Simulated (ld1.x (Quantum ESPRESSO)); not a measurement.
## H: ultrasoft pseudisation with LDA (PZ), scalar-relativistic reference atom.

The input file (ld1.x (Quantum ESPRESSO) 7.5):

```
&input
   title='H', zed=1., rel=1, dft='PZ', iswitch=3,
   config='1s1 2p-2',
   nld=2, rlderiv=1.15, eminld=-2.0, emaxld=5.0, deld=0.02
 /
 &inputp
   pseudotype=3, tm=.true., lloc=-2, rcloc=0.95,
   nlcc=.false.,
   file_pseudopw='H.UPF', file_wfcaegen='ae.wfc', file_wfcncgen='nc.wfc', file_beta='beta', file_chi='chi', file_wfcusgen='us.wfc'
 /
4
1S  1  0   1.00   0.00  0.90  1.00  0.0
1S  1  0   0.00   1.50  0.90  1.00  0.0
2P  2  1  -2.00  -0.15  0.90  1.05  0.0
2P  2  1  -2.00   1.30  0.90  1.05  0.0
 &test
   configts(1)='1s1'
 /
```

Command:

```bash
ld1.x < H.in > H.out
```

Output (shortened: banner, matrices, multipoles, cross overlaps and the repeated all-electron block are left out):

```
Program LD1 v.7.5
     --------------------------- All-electron run ----------------------------

     H
     scalar relativistic calculation

     atomic number is  1.00
     dft =PZ   lsd =0 sic =0 latt =0  beta=0.20 tr2=1.0E-14
     Exchange-correlation= PZ
                           (   1   1   0   0   0   0   0)
     mesh = 929 r(mesh) =  99.48432 a.u. xmin = -7.00 dx = 0.01250
     1 Ry =  13.60569312 eV, c = 137.03599908

     n l     nl                  e(Ry)          e(Ha)          e(eV)
     1 0     1S 1( 1.00)        -0.4673        -0.2337        -6.3583

     final scf error:  5.8E-15 reached in  16 iterations

     Etot =      -0.891795 Ry,      -0.445897 Ha,     -12.133489 eV

     Ekin =       0.849687 Ry,       0.424844 Ha,      11.560585 eV
     Encl =      -1.841622 Ry,      -0.920811 Ha,     -25.056546 eV
     Eh   =       0.565570 Ry,       0.282785 Ha,       7.694965 eV
     Exc  =      -0.465430 Ry,      -0.232715 Ha,      -6.332492 eV

     normalization and overlap integrals

     s(1S/1S) =  1.000000  <r> =   1.6733  <r2> =    3.8158  r(max) =   1.0513

     ------------------------ End of All-electron run ------------------------

     --------------------- Generating US pseudopotential ---------------------

      Generating local potential from pseudized AE potential:
      Matching radius rcloc =   0.9500
      Enforcing V''(0)=0 (lloc=-2)

      Local pseudo, rcloc= 0.951 Estimated cut-off energy=    31.84 Ry

      Wfc   1S  rcut= 0.905  Using Troullier-Martins method
      Wfc-us  1S rcutus= 1.000  Estimated cut-off energy=    44.21 Ry

      Wfc   1S  rcut= 0.905  Using Troullier-Martins method
      Wfc-us  1S rcutus= 1.000  Estimated cut-off energy=    50.24 Ry

      Wfc   2P  rcut= 0.905  Using Troullier-Martins method
      Wfc-us  2P rcutus= 1.051  Estimated cut-off energy=    61.55 Ry

      Wfc   2P  rcut= 0.905  Using Troullier-Martins method
      Wfc-us  2P rcutus= 1.051  Estimated cut-off energy=    63.04 Ry

     ------------------- End of pseudopotential generation -------------------

     Computing logarithmic derivative in   1.15462
     Computing logarithmic derivative in   1.15462
     Computing the partial wave expansion
     R is outside the sphere for l=    0 j= 0.00
     R is outside the sphere for l=    0 j= 0.00
     R is outside the sphere for l=    1 j= 0.00
     R is outside the sphere for l=    1 j= 0.00

     ---------------------- Testing the pseudopotential ----------------------

     H
     scalar relativistic calculation

     atomic number is  1.00   valence charge is  1.00
     dft =PZ   lsd =0 sic =0 latt =0  beta=0.20 tr2=1.0E-14
     mesh = 929 r(mesh) =  99.48432 xmin = -7.00 dx = 0.01250

     n l     nl             e AE (Ry)        e PS (Ry)    De AE-PS (Ry)
     1 0     1S   1( 1.00)       -0.46733       -0.46733        0.00000

     eps = 9.1E-17  iter =  3

     Etot =      -0.891795 Ry,      -0.445897 Ha,     -12.133489 eV
     Etotps =    -0.891656 Ry,      -0.445828 Ha,     -12.131598 eV

     Ekin =       0.796675 Ry,       0.398337 Ha,      10.839314 eV
     Encl =      -1.570740 Ry,      -0.785370 Ha,     -21.371004 eV
     Ehrt =       0.565313 Ry,       0.282657 Ha,       7.691481 eV
     Ecxc =      -0.465074 Ry,      -0.232537 Ha,      -6.327648 eV
     Epseu=      -0.217831 Ry,      -0.108915 Ha,      -2.963741 eV

     ---------------------- End of pseudopotential test ----------------------
```

Generation and configuration tests took about 0.3 s on one core of a shared server CPU.
